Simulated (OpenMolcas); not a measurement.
Ionisation energies of gold

| Property | Result |
| --- | --- |
| Program | OpenMolcas |
| Basis | ANO-RCC-VTZP [8s7p5d3f1g] |
| Scalar Hamiltonian | DKH2, point nucleus |
| Spin-orbit coupling | state interaction with AMFI integrals over the reference wave functions, term energies averaged over their components |

Active shells in each charge state: the valence d shell, with orbitals averaged over the low states. Where CASPT2's correlated closed shells are named, they are those of the first ion.

A. CASSCF
B. SS-CASPT2, IPEA 0.25 Eh, imaginary shift 0.1 Eh (closed shells correlated: 5s 5p)
C. SS-CASPT2, IPEA 0 Eh, imaginary shift 0.1 Eh (closed shells correlated: 5s 5p)
D. SS-CASPT2, IPEA 0.25 Eh, imaginary shift 0.1 Eh (closed shells correlated: none)
E. SS-CASPT2, IPEA 0.25 Eh, imaginary shift 0.1 Eh (closed shells correlated: 4f 5s 5p)

Energies in eV between the lowest computed levels, named as in B; reference values from the NIST Atomic Spectra Database with their kind.

```tsv
From	To	A	B	C	D	E	Spin-orbit share in B	Reference
Au2+ 5d⁹ ²D_5/2	Au3+ 5d⁸ ³F₄	30.585	32.152	32.053	32.243	32.261	-0.405	30.000 (theoretical)
Au3+ 5d⁸ ³F₄	Au4+ 5d⁷ ⁴F_9/2	44.821	46.172	46.128	46.210	46.303	-0.093	45.000 (theoretical)
Au4+ 5d⁷ ⁴F_9/2	Au5+ 5d⁶ ⁵D₄	60.021	61.212	61.222	61.189	61.363	+0.313	60.000 (theoretical)
Au5+ 5d⁶ ⁵D₄	Au6+ 5d⁵ ⁶S_5/2	74.922	76.145	76.125	76.049	76.307	+0.825	74.000 (theoretical)
Au6+ 5d⁵ ⁶S_5/2	Au7+ 5d⁴ ⁵D₀	94.438	95.094	95.151	94.980	95.309	-1.441	94.000 (theoretical)
Au7+ 5d⁴ ⁵D₀	Au8+ 5d³ ⁴F_3/2	111.259	111.928	111.969	111.721	112.145	-0.607	112.000 (theoretical)
```

The lowest level within the active space need not be the ion's true ground level.
